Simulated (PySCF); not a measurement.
CH3BrFGa, SMILES [CH3][Ga]([F])[Br].

The structure is a stationary point at B3LYP-D3(BJ)/def2-SVP.

Two levels are set side by side: PBE/def2-TZVP (PySCF) and r2SCAN/def2-TZVP (PySCF). Same geometry, gas phase. Differences are taken from unrounded values.

```csv
quantity,r2SCAN,PBE,PBE minus r2SCAN
orbital gap (eV),5.89,5.29,-0.60
highest occupied level (eV),-7.53,-7.19,0.34
lowest empty level (eV),-1.64,-1.90,-0.26
dipole moment (D),3.01,2.93,-0.08
mean polarisability (bohr³),58.6,60.6,2.0
```

Rough cost on one machine, each run with all the roots and properties that it gave: r2SCAN against PBE about 3 times.
